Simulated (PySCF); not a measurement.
arsine (AsH3), SMILES [AsH3].

Geometry optimised at B3LYP-D3(BJ)/def2-TZVPD.

Computed with HF/def2-TZVPD in PySCF.

Symmetry labels are those of the subgroup Cs that the program uses (full group C3v).

Computed valence orbital energies around the gap with their symmetry:
```tsv
orbital	symmetry	energy (eV)
HOMO−7	A"	-57.39
HOMO−6	A'	-57.27
HOMO−5	A"	-57.27
HOMO−4	A'	-57.19
HOMO−3	A'	-22.56
HOMO−2	A"	-13.45
HOMO−1	A'	-13.45
HOMO	A'	-10.37
LUMO	A'	2.07
LUMO+1	A'	3.14
LUMO+2	A"	3.14
LUMO+3	A'	4.80
```
